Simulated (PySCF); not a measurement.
## Stationary points of [KBr2]-

These are results of PBE0/[K def2-TZVPD, Br def2-TZVPD], no relativity, density fitting, PySCF, not measurements.

Relaxations began from a few typed shapes. The search is not exhaustive: other isomers or separated fragments can lie lower, and high-lying points may rest on an excited occupation.

Task: Which is the lowest minimum found?
A. singlet D∞h: K–Br 3.029 Å (×2); Br–K–Br 180.0°
B. singlet C2v: K–Br 3.027 Å (×2); Br–K–Br 180.0°

Result: A. The others lie at 0.0 (singlet C2v) kJ/mol above it.

Counting electrons, potassium keeps none of its valence electrons outside its bonds, so the VSEPR class is AX2 and the expected shape is linear (D∞h), as computed.

For the lowest minimum: the lowest empty level of this anion is unbound, so it and the gap depend on the basis.
